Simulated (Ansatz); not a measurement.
`CCC(=O)CC(C)=O` and `CC(=O)CC(=O)CC(C)C` differ in one atom or group.

Ansatz, PBE0-D4/def2-TZVP geometries, multiplicity 1. Each molecule was computed in one conformer, which needn't be the lowest.

| property | `CCC(=O)CC(C)=O` |
| --- | --- |
| LUMO energy (PBE0/def2-TZVPP) / eV | -1.20 |
| size of the dipole moment (ωB97M-V/def2-TZVPP) / D | 1.57 |
| HOMO–LUMO gap (ωB97M-V/def2-TZVPP) / eV | 10.78 |
| LUMO energy (B3LYP/def2-TZVPP) / eV | -1.46 |
| HOMO energy (PBE0/def2-TZVPP) / eV | -7.34 |
| HOMO–LUMO gap (PBE0/def2-TZVPP) / eV | 6.15 |

**Question.** What does the change do to each property? (Estimate.)

**Answer.** The calculation gave: 
```
                                          property  `CC(=O)CC(=O)CC(C)C`  shift
                LUMO energy (PBE0/def2-TZVPP) / eV                 -1.24  -0.04
size of the dipole moment (ωB97M-V/def2-TZVPP) / D                  1.70   0.13
           HOMO–LUMO gap (ωB97M-V/def2-TZVPP) / eV                 10.65  -0.13
               LUMO energy (B3LYP/def2-TZVPP) / eV                 -1.50  -0.04
                HOMO energy (PBE0/def2-TZVPP) / eV                 -7.27   0.07
              HOMO–LUMO gap (PBE0/def2-TZVPP) / eV                  6.03  -0.12
```

Dipoles are sizes alone; their direction can turn.

B3LYP here is the variant with VWN-RPA as its local correlation; programs differ in this.
